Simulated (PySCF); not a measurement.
A species of formula C2H8BOP has this rotational fingerprint, computed with PBE0-D3(BJ)/def2-SVP geometry optimisation, gas phase (PySCF 2.14.0):

| Quantity | Value |
| --- | --- |
| Rotational constants | A = 16717, B = 1445, C = 1363 MHz |
| Dipole components | \|μa\| = 4.80 D, \|μb\| = 1.17 D, \|μc\| = 0.08 D |
| Inertial defect | -9.02 u·Å² |
| κ | -0.99 |

**Question.** Which candidate fits, each taken in the one conformer that was computed?
A. `[CH3:1][CH2:2][O:3][BH:4][PH2:5]` with C1–C2–O3–B4 -159°, C2–O3–B4–P5 4°, O3–B4–P5–H -149° and -51°
B. `[CH2:1]=[CH:2][O:3][BH2-:4][PH3+:5]` with C1–C2–O3–B4 180°, C2–O3–B4–P5 -177°

**Answer.** B. It is C=CO[BH2-][PH3+], a near-prolate asymmetric top. The candidates at the same level (rigid rotor, commonest isotopes):

```csv
SMILES,A (MHz),B (MHz),C (MHz),μa (D),μb (D),μc (D),Δ (u·Å²),point group,rotor
CCOBP,10457,1760,1568,1.20,1.07,0.91,-13.09,C1,near-prolate asymmetric top
C=CO[BH2-][PH3+],16717,1445,1363,4.80,1.17,0.08,-9.02,near Cs,near-prolate asymmetric top
```

`CCOBP` has A 37 % too low. No structure here is proved a minimum.
